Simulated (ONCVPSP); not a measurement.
# lanthanum: what ONCVPSP 4.0.1 does with a changed input

Command:

```bash
oncvpspr.x < La.dat > La.out
```

Input:

```
# ATOM AND REFERENCE CONFIGURATION
# atsym  z   nc   nv     iexc    psfile
  La 57.00    9    4        4      upf
#
#   n    l    f
    1    0    2.00
    2    0    2.00
    2    1    6.00
    3    0    2.00
    3    1    6.00
    3    2   10.00
    4    0    2.00
    4    1    6.00
    4    2   10.00
    5    0    2.00
    5    1    6.00
    5    2    1.00
    6    0    2.00
#
# PSEUDOPOTENTIAL AND OPTIMIZATION
# lmax
    3
#
#   l,   rc,      ep,       ncon, nbas, qcut
    0    2.60    0.00    5   10    4.00
    1    2.85    0.00    3    6    3.90
    2    4.00    0.00    3    7    3.50
    3    3.20    0.05    6    7    3.80
#
# LOCAL POTENTIAL
# lloc, lpopt,  rc(5),   dvloc0
    4    5    2.45    4.00
#
# VANDERBILT-KLEINMAN-BYLANDER PROJECTORs
# l, nproj, debl
    0    2    3.00
    1    3    0.40
    2    3    4.00
    3    2    2.10
#
# MODEL CORE CHARGE
# icmod, fcfact, rcfact
    3    4.25    1.75
#
# LOG DERIVATIVE ANALYSIS
# epsh1, epsh2, depsh
   -3.00    5.00    0.02
#
# OUTPUT GRID
# rlmax, drl
    6.00    0.01
#
# TEST CONFIGURATIONS
# ncnf
    4
# nvcnf
#   n    l    f
    4
    5    0    2.00
    5    1    6.00
    5    2    1.00
    6    0    1.00
#
    4
    5    0    2.00
    5    1    6.00
    5    2    1.00
    6    0    0.00
#
    4
    5    0    2.00
    5    1    6.00
    5    2    0.00
    6    0    0.00
#
    5
    5    0    2.00
    5    1    6.00
    5    2    1.00
    6    0    0.00
    6    1    1.00
#
```

This is an input that runs to its end, with one change: ncon of l = 3 set to 6.

**Question.** How does the run end?

**Answer.** The program refuses the input: "test_data: must have 3 <= ncon <= 5, l= 3".

```
ONCVPSP  (Optimized Norm-Conservinng Vanderbilt PSeudopotential)
relativistic version 4.0.1

test_data: must have 3 <= ncon <= 5, l=   3
test_data: must have ncon+3 <= nbas <= ncon+5, l=   3
 for nproj=2
ERROR: test_data found   2 ERROR; stopping
```
